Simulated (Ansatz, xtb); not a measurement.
## Two isomers of C5H10O2

Structure a is `CO[C@@H]1C[C@@H](C)O1`, a singlet and structure b is `CO[C@@]1(C)CCO1`, a singlet. Both are isolated molecules in the gas phase, relaxed with r2SCAN-D4/def2-SVP; the shapes shown needn't be the lowest conformers.

a (Å):

```yaml
atoms:
  - { symbol: C, position_ang: [0.6187, 2.2324, -2.8560] }
  - { symbol: C, position_ang: [-0.0600, 1.1887, -0.8873] }
  - { symbol: C, position_ang: [0.4294, 0.5212, 0.3949] }
  - { symbol: C, position_ang: [0.1800, -0.7965, -0.3636] }
  - { symbol: C, position_ang: [-0.7518, -1.8150, 0.2418] }
  - { symbol: O, position_ang: [0.9854, 1.8032, -1.5615] }
  - { symbol: O, position_ang: [-0.4432, -0.0709, -1.4569] }
  - { symbol: H, position_ang: [-0.2068, 2.9711, -2.8165] }
  - { symbol: H, position_ang: [0.2992, 1.3813, -3.4825] }
  - { symbol: H, position_ang: [1.5000, 2.7069, -3.3082] }
  - { symbol: H, position_ang: [-0.9385, 1.8691, -0.8424] }
  - { symbol: H, position_ang: [1.4681, 0.7652, 0.6566] }
  - { symbol: H, position_ang: [-0.2321, 0.6667, 1.2613] }
  - { symbol: H, position_ang: [1.1142, -1.2810, -0.7085] }
  - { symbol: H, position_ang: [-1.6777, -1.3318, 0.5918] }
  - { symbol: H, position_ang: [-1.0221, -2.5781, -0.5047] }
  - { symbol: H, position_ang: [-0.2712, -2.3225, 1.0938] }
```

b (Å):

```xyz
17

C    -1.1461   -1.0105    0.3246
C     0.9007    0.0455   -0.2887
C     1.3603    1.3926   -0.7927
C     1.8131   -0.6687    0.7459
C     2.0445   -1.6909   -0.3703
O    -0.4508    0.1782    0.0145
O     1.1472   -1.0002   -1.2588
H    -2.2015   -0.7338    0.4512
H    -0.7949   -1.4706    1.2683
H    -1.0579   -1.7500   -0.4882
H     1.1963    2.1622   -0.0237
H     0.7755    1.6545   -1.6866
H     2.4264    1.3590   -1.0574
H     2.6887   -0.0835    1.0615
H     1.2899   -1.0424    1.6370
H     1.7081   -2.7241   -0.1651
H     3.0726   -1.7279   -0.7734
```

Q: Estimate E(b) − E(a) at the level CCSD(T)/def2-SVP + ΔMP2/def2-TZVPP.

A: CCSD(T)/def2-SVP + ΔMP2/def2-TZVPP gives E(b) − E(a) = −0.04 kcal/mol, slightly favouring structure b, which is too small a margin to settle the true order.

The same difference at several levels:

```
                             level            geometry  E(b) − E(a) (kcal/mol)  departure from the last row (kcal/mol)  job, with rough time for the two
                          GFN2-xTB            GFN2-xTB                     +0.37                                   +0.41              optimisation, 0.19 s
                         HF/STO-3G            GFN2-xTB                     +0.34                                   +0.38              single point, 0.46 s
      r2SCAN-D4/def2-SVP//GFN2-xTB            GFN2-xTB                     −0.09                                   −0.06               single point, 3.2 s
                r2SCAN-D4/def2-SVP  r2SCAN-D4/def2-SVP                     −0.19                                   −0.16                optimisation, 35 s
                       HF/def2-SVP  r2SCAN-D4/def2-SVP                     +1.38                                   +1.42           part of the CCSD(T) run
                      MP2/def2-SVP  r2SCAN-D4/def2-SVP                     −0.29                                   −0.25           part of the CCSD(T) run
                  CCSD(T)/def2-SVP  r2SCAN-D4/def2-SVP                     −0.23                                   −0.20                      single point
CCSD(T)/def2-SVP + ΔMP2/def2-TZVPP  r2SCAN-D4/def2-SVP                     −0.04                                                        single point, 85 s
```

As drawn, both hold the same kinds of bond in the same numbers.

The largest departure from CCSD(T)/def2-SVP + ΔMP2/def2-TZVPP is that of HF/def2-SVP, 1.42 kcal/mol. The last row adds to CCSD(T) the change of the MP2 difference between the two basis sets, here +0.20 kcal/mol.

With thermal terms from frequencies at re-optimised GFN2-xTB minima (ideal gas, soft modes damped towards free rotors, one conformer each, 298.15 K, 1 atm): on the last row, ΔE + ΔZPE = −0.29, ΔH = −0.27, ΔG = −0.15 kcal/mol.

The correlated steps freeze 7 core orbitals. Run with Ansatz 0.2.0, xtb 6.7.1; the last row on 2 threads of Intel(R) Xeon(R) Gold 6455B (Sapphire Rapids) on a shared host.
